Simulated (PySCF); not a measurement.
**Electron correlation in Ge⁺ (germanium, charge +1)**

[Ar] 3d10 4s2 4p1, 2P determinant. Computed with PySCF 2.14 in def2-TZVP (6s5p4d1f, 48 functions), with no relativity, point nucleus. Frozen: [Ar] 3d10; 3 electrons correlated.

MP2 pair energies summed by pair of shells (mhartree):

| pair | energy | share (%) |
| --- | --- | --- |
| 4s-4s | -21.13 | 56.5 |
| 4s-4p | -16.25 | 43.5 |

Total MP2 correlation energy: -37.38 mhartree.

Same-spin part -2.50 and opposite-spin part -34.88 mhartree; SCS-MP2 scales them by 1/3 and 6/5 to -42.69 mhartree.

```csv
level,correlation energy (mhartree)
CCSD,-51.25
(T),-0.80
CCSD(T),-52.05
```

Diagnostics: T1 = 0.011, D1 = 0.0246, largest double amplitude 0.098.

Cost of the coupled-cluster step: 0.49 s of wall time on 1 thread of Neoverse-V1 (shared host), for 3 correlated electrons.
